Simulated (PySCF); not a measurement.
# Excitation energy of O⁺ by level of theory

O⁺ [He] 2s2 2p3 (4S) → O⁺ [He] 2s2 2p2 3s1, s spin flipped, as a difference of total energies. All numbers are calculated (PySCF 2.14, the non-relativistic Hamiltonian (point nucleus), in aug-cc-pwCVDZ (5s4p2d, 27 functions)). Correlated levels: valence: 1s2 frozen. The calculations carry no spin-orbit coupling.

```csv
method,excitation energy (cm⁻¹)
UHF,187230
MP2 (valence),188970
SCS-MP2 (valence),187410
```

The upper determinant mixes two multiplicities, so it lies between the two terms.

The promoted electron is Rydberg-like, and one or two diffuse shells describe it only roughly, which tends to raise the upper state.

The coupled-cluster amplitudes are large for the upper state (T1 above 0.03 or a double amplitude above 0.15), so a single reference is strained.
